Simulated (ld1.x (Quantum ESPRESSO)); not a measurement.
What the settings do to the TM potential of barium (Ba)

Base potential:

barium (Ba), norm-conserving Troullier–Martins (Kleinman–Bylander form), made with ld1.x (Quantum ESPRESSO) 7.5 (PBE, non-relativistic). Core [Kr] 4d10, reference 5s2 5p6 5d0 6s2 6p0. Waves: 5s (bound): rc 2.95 bohr; 5p (bound): rc 2.50 bohr; 5d (bound, empty): rc 3.95 bohr. Local part: the d channel. Core correction: none.

Occupied shells without a wave of their own: 6s. They enter only through the test configuration that unscreens the potential.

All-electron outer shells of the reference configuration (PBE, non-relativistic, ld1.x):

```csv
shell,level (eV),outermost node (bohr),outermost maximum (bohr)
4d,-93.42,0.32,0.70
5s,-31.40,0.83,1.53
5p,-18.95,0.87,1.69
6s,-3.13,2.05,4.32
5d,-2.61,0.99,2.37
6p,-1.36,2.38,5.40
```

Cutoffs, loose and tight: the cutoffs (Ry, on a coarse ladder) from which the occupation-weighted sum of valence levels, in a spherical-Bessel basis at the reference potential, stays within 10 and 1 mRy of its value at 400 Ry. They do not see the model core or the augmentation charge, which bear on the density cutoff. Test errors are all-electron minus pseudo excitation energies from the reference, over the configurations 5s2 5p6 5d0 6s1 6p0; 5s2 5p6 5d0 6s0 6p0; 5s2 5p6 5d0 6s1.5 6p0; 5s2 5p6 5d1 6s0 6p0; 5s2 5p6 5d1 6s1 6p0; 5s2 5p5 5d0 6s2 6p0; 5s1 5p6 5d0 6s2 6p0. A dash means not determined; rows that change the core or the reference have their own tests.

```tsv
change	outcome	cutoff, loose	cutoff, tight	bound ghosts	largest test error (meV)
base	generated	18 Ry	30 Ry	none	+431
all radii scaled by about 0.77 (s 2.26, p 1.92, d 3.04 bohr)	generated, misses its reference levels by 0.17 eV	35 Ry	50 Ry	none	+634
all radii scaled by about 1.03 (s 3.04, p 2.58, d 4.08 bohr)	generated	18 Ry	30 Ry	none	+377
all radii scaled by about 1.13 (s 3.34, p 2.82, d 4.46 bohr)	generated, misses its reference levels by 0.21 eV	15 Ry	21 Ry	none	+710
all radii scaled by about 1.20 (s 3.54, p 3.00, d 4.74 bohr)	failed: run_pseudo: Errors in PS-KS equation	–	–	–	–
all radii scaled by about 1.26 (s 3.72, p 3.16, d 4.98 bohr)	failed: run_pseudo: Errors in PS-KS equation	–	–	–	–
all radii scaled by about 1.35 (s 3.98, p 3.38, d 5.34 bohr)	failed: run_pseudo: Errors in PS-KS equation	–	–	–	–
```

Q: What comes out with this change to the base: all radii scaled by about 0.96 (s 2.84, p 2.40, d 3.80 bohr)?

A: outcome: generated; cutoff, loose: 21 Ry; cutoff, tight: 35 Ry; bound ghosts: none; largest test error (meV): +425.

Q: What comes out with this change to the base: all radii scaled by about 0.83 (s 2.44, p 2.06, d 3.26 bohr)?

A: outcome: generated, misses its reference levels by 0.15 eV; cutoff, loose: 30 Ry; cutoff, tight: 45 Ry; bound ghosts: none; largest test error (meV): +593.

Reading the sweep of the scale of all radii (base = 1) (base included, trends over the rows without a ghost): The loose cutoff falls from 35 Ry at 0.77 to 15 Ry at 1.13. A larger radius leaves more room for a smooth pseudo-wave, so fewer plane waves are needed; a smaller one forces it to follow the all-electron wave where it bends sharply. The median size of the test errors (rows with all tests solved) is not monotonic: lowest 94.0 meV at 1.03, highest 190.8 meV at 1.13. The generation fails at 1.2, 1.26, 1.35.
